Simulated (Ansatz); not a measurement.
Consider the redistribution: `[CH3][InH][C]#N` + `C[O][AlH][CH2]F` → `C[O][InH][C]#N` + `[CH3][AlH][CH2]F`.

Calculated with Ansatz (gas phase, PBE0-D4/def2-TZVP geometries, no zero-point term in ΔE). CCSD(T)/CBS adds triple-zeta CCSD(T) − MP2 to the extrapolated MP2 energy (def2 sets, frozen cores). DFT in def2-TZVPP. def2 core potentials past Kr. For In outer-core shells are correlated without core-valence functions, which leaves a few kJ/mol of doubt a bond. One conformer a species, not always the lowest.

CCSD(T)/CBS gives +22.8 kcal/mol.

Task: Another level gave +22.7 kcal/mol. Which?
A. CCSD/def2-TZVPP
B. PBE/def2-TZVPP
C. ωB97M-V/def2-TZVPP
D. r2SCAN-D4/def2-TZVPP

Result: D. r2SCAN-D4 22.7, PBE 21.4, CCSD/def2-TZVPP 24.8, ωB97M-V 23.9 kcal/mol.

Largest T1 diagnostic among the species: 0.017.

In def2-TZVPP, CCSD(T) changes the Hartree–Fock value by −2.1 kcal/mol (the triples alone add −0.8 kcal/mol) and MP2 by −1.2 kcal/mol. From PBE to PBE0 (25 % exact exchange), in def2-TZVPP and without D4, ΔE moves by +1.8 kcal/mol.
